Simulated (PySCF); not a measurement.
This PySCF input asks for the NMR shieldings of SMILES C1[S@@+]2[AlH2-][C@@H](F)[C@@H]1CC2, C5H10AlFS; the geometry comes from GFN2-xTB.

```python
import basis_set_exchange as bse
import numpy as np
from pyscf import gto, dft
from pyscf.prop import nmr

atoms = """
F     1.666176    1.681323   -0.778471
C     0.900501    1.083003    0.300594
Al    2.030767   -0.537061   -0.214995
S    -0.138969   -1.617771   -0.748054
C    -0.730511   -1.223847    0.938548
C    -1.333693    0.174295    0.878146
C    -0.543058    0.938090   -0.183056
C    -0.563993    0.028509   -1.402605
H     0.949699    1.830442    1.101078
H     2.607998   -0.567653   -1.653114
H     2.474289   -1.499775    0.912784
H    -1.447363   -1.986633    1.233718
H     0.137249   -1.260123    1.607871
H    -1.268528    0.659363    1.852377
H    -2.383520    0.119430    0.583289
H    -1.005493    1.902738   -0.420879
H    -1.545721   -0.026021   -1.872558
H     0.185409    0.308009   -2.146332
"""
names = dict.fromkeys(["F", "C", "Al", "S", "H"], "pcSseg-1")
basis = {el: gto.basis.parse(bse.get_basis(n, elements=[el], fmt="nwchem")) for el, n in names.items()}
mol = gto.M(atom=atoms, basis=basis, charge=0, verbose=0)
mf = dft.RKS(mol, xc="PBE0")
mf.grids.level = 2
mf.grids.alignment = dft.numint.BLKSIZE   # the property module wants whole blocks of grid points
mf.conv_tol = 1e-9
mf.kernel()

calc = nmr.RKS(mf)   # GIAO
C = mf.mo_coeff
Co = C[:, mf.mo_occ > 0]
resp = mf.gen_response(singlet=True, hermi=2)
def vind(x):   # induced exchange potential for any number of trial vectors
    d = np.einsum("pi,xij,qj->xpq", C, 2 * x.reshape(-1, C.shape[1], Co.shape[1]), Co, optimize=True)
    return np.einsum("xpq,pi,qj->xij", resp(d - d.transpose(0, 2, 1)), C, Co, optimize=True).ravel()
mo1, _ = nmr.rhf.solve_mo1(calc, with_cphf=vind)
sigma = calc.kernel(mo1)
for i, s in enumerate(sigma):   # ppm
    print("%2d %-2s %9.2f" % (i, mol.atom_pure_symbol(i), np.trace(s) / 3))
```

Problem. Give the expected output.

Solution. 
```
 0 F     405.87
 1 C      80.97
 2 Al    418.62
 3 S     581.47
 4 C     147.55
 5 C     153.88
 6 C     136.03
 7 C     142.18
 8 H      26.35
 9 H      27.65
10 H      27.65
11 H      28.83
12 H      29.04
13 H      29.98
14 H      30.18
15 H      28.59
16 H      28.81
17 H      28.27
```

These numbers come from an equivalent density-fitted implementation of the same equations, which agrees with the script to about 0.01 ppm for H and up to a few tenths of a ppm for heavy atoms, so last digits may differ.

Size and cost of the density-fitted run: 200 basis functions, 79 s wall time on 1 thread of an Arm Neoverse N1, shared host; peak memory 0.89 GiB.
